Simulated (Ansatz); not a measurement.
Reaction (cleavage of the Ga–Ga bond): `[F][GaH][GaH2]` + CH₃SH → `C[S][GaH2]` + `[F][GaH2]`

Computed with Ansatz on PBE0-D4/def2-TZVP structures; ΔE is electronic, products minus reactants. CCSD(T)/CBS is the MP2 limit (def2-TZVPP, def2-QZVPP) plus CCSD(T) − MP2 in def2-TZVPP, frozen cores. This one scheme is used for every species. Functionals use def2-TZVPP. For Ga outer-core shells are correlated without core-valence functions, which leaves a few kJ/mol of doubt a bond. Scalar relativity is left out up to krypton.

| level | ΔE (kJ/mol) |
| --- | --- |
| revPBE-D4 | -55.6 |
| revPBE | -48.3 |
| CCSD/def2-SVP | -62.0 |
| MP2/def2-TZVPP | -66.2 |

Problem. What does CCSD(T)/CBS give? (Estimate.)

Solution. Ansatz gave: -58.6 kJ/mol. The listed levels differ from it by 3.0, 10.3, -3.4, -7.6 kJ/mol.

Largest T1 diagnostic among the species: 0.014.

At CCSD(T), def2-SVP lies −5.8 kJ/mol from the extrapolated value and def2-TZVPP +0.1 kJ/mol. From BLYP to BHLYP (50 % exact exchange), in def2-TZVPP and without D4, ΔE moves by −5.5 kJ/mol.
